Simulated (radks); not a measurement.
Valence configurations of the xenon ion Xe3+ (all share [Kr]). Method: Dirac Kohn-Sham, BLYP, spin-unpolarised, spherical densities, point nucleus; open shells are shared between the two j in proportion to 2j + 1; computed with a radial shooting solver on a logarithmic mesh with Libxc functionals. Energies are relative to 4d10 5s2 5p3; eigenvalues in eV.

valence           E (eV)  e(4d3/2)  e(4d5/2)  e(5p1/2)  e(5p3/2)  e(5s1/2)
4d10 5s2 5p3       0.000   -93.741   -91.737   -37.978   -36.266   -50.083
4d10 5s1.5 5p3.5   6.639   -94.381   -92.375   -38.295   -36.567   -50.454
4d10 5s1 5p4      13.311   -95.015   -93.007   -38.608   -36.864   -50.820
4d10 5p5          26.747   -96.264   -94.252   -39.223   -37.447         -
4d9.5 5s2 5p3.5   28.537   -97.508   -95.467   -39.030   -37.239   -51.413
4d9.5 5s1.5 5p4   35.341   -98.134   -96.091   -39.339   -37.532   -51.774
4d9 5s2 5p4       58.449   -101.27   -99.190   -40.066   -38.197   -52.721
4d8.5 5s2 5p4.5   89.740   -105.02   -102.91   -41.088   -39.140   -54.009

NIST lists [Kr] 4d10 5s2 5p3 as the ground configuration; this level of theory agrees among the configurations tried. The energies are those of spherical spin-averaged densities, not of single terms.
